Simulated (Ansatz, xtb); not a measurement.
## Two isomers of C4H7N3S

Structure I is `CSCc1nc[nH]n1`, a singlet and structure II is `CSc1n[nH]nc1C`, a singlet. Both are isolated molecules in the gas phase, relaxed with B3LYP/def2-SVP; the shapes shown needn't be the lowest conformers.

I (Å):

| atom | x (Å) | y (Å) | z (Å) |
| --- | --- | --- | --- |
| C | -0.1261 | -0.4119 | 2.3932 |
| C | -0.1455 | 1.1223 | 0.0364 |
| C | 0.5759 | 0.2013 | -0.8910 |
| C | 1.2908 | -1.5692 | -1.7838 |
| N | 0.4900 | -1.1636 | -0.8208 |
| N | 1.8298 | -0.4972 | -2.4070 |
| N | 1.3818 | 0.6434 | -1.8482 |
| S | 0.5377 | 1.1576 | 1.7449 |
| H | 0.1595 | -1.2524 | 1.7458 |
| H | 0.3122 | -0.5489 | 3.3926 |
| H | -1.2228 | -0.3717 | 2.4872 |
| H | -0.0573 | 2.1506 | -0.3396 |
| H | -1.2137 | 0.8602 | 0.0894 |
| H | 1.5065 | -2.5996 | -2.0661 |
| H | 2.4762 | -0.4654 | -3.1875 |

II (Å):

```xyz
15

C    -1.5490    1.7392    1.0920
C    -0.0591    0.2736   -0.6926
C     0.5584   -0.7344   -1.4916
C     0.3434   -2.2119   -1.4828
N     0.4361    1.4603   -1.0393
N     1.3051    1.1570   -1.9990
N     1.4176   -0.1235   -2.3068
S    -1.2760    0.0223    0.5522
H    -1.9157    2.3554    0.2597
H    -0.6213    2.1753    1.4870
H    -2.3078    1.6904    1.8851
H     1.8500    1.8712   -2.4679
H    -0.7062   -2.4650   -1.7071
H     0.9860   -2.6893   -2.2351
H     0.5782   -2.6447   -0.4961
```

**Question.** Which of the two would you expect CCSD(T)/def2-SVP + ΔMP2/def2-TZVPP electronic energies to favour?

**Answer.** Structure I; the calculation gives E(II) − E(I) = +11.1 kcal/mol.

The same difference at several levels:

| level | geometry | E(II) − E(I) (kcal/mol) | departure from the last row (kcal/mol) | job, with rough time for the two |
| --- | --- | --- | --- | --- |
| GFN2-xTB | GFN2-xTB | +8.2 | −2.9 | optimisation, 0.32 s |
| HF/STO-3G | GFN2-xTB | +1.7 | −9.4 | single point, 0.66 s |
| r2SCAN-D4/def2-SVP | GFN2-xTB | +8.0 | −3.1 | single point, 3.9 s |
| B3LYP/def2-SVP | B3LYP/def2-SVP | +10.2 | −0.9 | optimisation, 51 s |
| HF/def2-SVP | B3LYP/def2-SVP | +16.7 | +5.6 | part of the CCSD(T) run |
| MP2/def2-SVP | B3LYP/def2-SVP | +9.0 | −2.1 | part of the CCSD(T) run |
| CCSD(T)/def2-SVP | B3LYP/def2-SVP | +11.3 | +0.3 | single point |
| CCSD(T)/def2-SVP + ΔMP2/def2-TZVPP | B3LYP/def2-SVP | +11.1 |  | single point, 80 s |

As drawn, II has 1 N∷N, 1 C∷C in place of 2 C∷N (∷ is an aromatic bond).

The levels shown agree on the order. The largest departure from CCSD(T)/def2-SVP + ΔMP2/def2-TZVPP is that of HF/STO-3G, 9.4 kcal/mol. The last row adds to CCSD(T) the change of the MP2 difference between the two basis sets, here −0.3 kcal/mol.

With thermal terms from frequencies at re-optimised GFN2-xTB minima (ideal gas, soft modes damped towards free rotors, one conformer each, 298.15 K, 1 atm): on the last row, ΔE + ΔZPE = +10.6, ΔH = +11.0, ΔG = +10.0 kcal/mol.

The correlated steps freeze 12 core orbitals. Run with Ansatz 0.2.0, xtb 6.7.1; the last row on 4 threads of Intel(R) Xeon(R) Platinum 8259CL CPU @ 2.50GHz (Skylake/Cascade Lake) on a shared host.
